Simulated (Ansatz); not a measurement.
Compare A (`[CH3][AlH][O][SiH2][SiH3]`) with its isomer B (`[SiH3]C[O][AlH][SiH3]`).

Isolated molecules relaxed with PBE0-D4/def2-TZVP in Ansatz; ΔE leaves out vibrations. CCSD(T)/CBS is the MP2 limit (def2-TZVPP, def2-QZVPP) plus CCSD(T) − MP2 in def2-TZVPP, frozen cores. Functionals use def2-TZVPP. B3LYP here is the variant with VWN-RPA as its local correlation; programs differ in this. Each species was taken in one conformer, which may not be the lowest.

A:

Z-matrix (Å, degrees):
```
C
Al 1 1.943
H 1 1.095 2 111.0
H 1 1.093 2 112.5 3 120.9
H 1 1.095 2 111.0 3 -118.2
O 2 1.694 1 118.5 3 59.0
H 2 1.581 1 125.5 3 -121.0
Si 6 1.628 2 154.9 1 0.2
Si 8 2.349 6 111.2 2 0.9
H 8 1.491 6 109.8 2 121.8
H 8 1.491 6 109.8 2 -120.1
H 9 1.490 8 110.8 6 59.7
H 9 1.490 8 110.8 6 179.9
H 9 1.490 8 110.8 6 -59.9
```

B:

Z-matrix (Å, degrees):
```
Si
C 1 1.890
H 1 1.491 2 107.7
H 1 1.489 2 111.2 3 119.7
H 1 1.486 2 110.5 3 -118.5
O 2 1.408 1 109.7 3 57.5
H 2 1.099 1 109.2 3 -65.7
H 2 1.096 1 110.3 3 177.7
Al 6 1.694 2 133.7 1 -88.0
Si 9 2.455 6 118.4 2 -2.3
H 9 1.581 6 115.1 2 177.4
H 10 1.491 9 112.0 6 -9.0
H 10 1.492 9 110.7 6 110.8
H 10 1.491 9 111.9 6 -129.9
```

Task: Which is lower in electronic energy at CCSD(T)/CBS, and by how much? (An estimate is asked.)

Result: Ansatz gave: A, by 221.0 kJ/mol.

Task: Give E(B) − E(A) in kJ/mol with B2PLYP, B3LYP-D4, HF/def2-TZVPP, PBE-D4, r2SCAN-D4, CCSD(T)/def2-TZVPP, MP2/def2-TZVPP. (Best estimate.)

Result: The calculation gave: B2PLYP 219.9, B3LYP-D4 214.7, HF/def2-TZVPP 226.2, PBE-D4 200.9, r2SCAN-D4 219.4, CCSD(T)/def2-TZVPP 216.7, MP2/def2-TZVPP 227.7. None reverses the order clearly.

Largest T1 diagnostic: 0.014.

From PBE to PBE0 (25 % exact exchange), in def2-TZVPP and without D4, E(B) − E(A) moves by +8.8 kJ/mol.
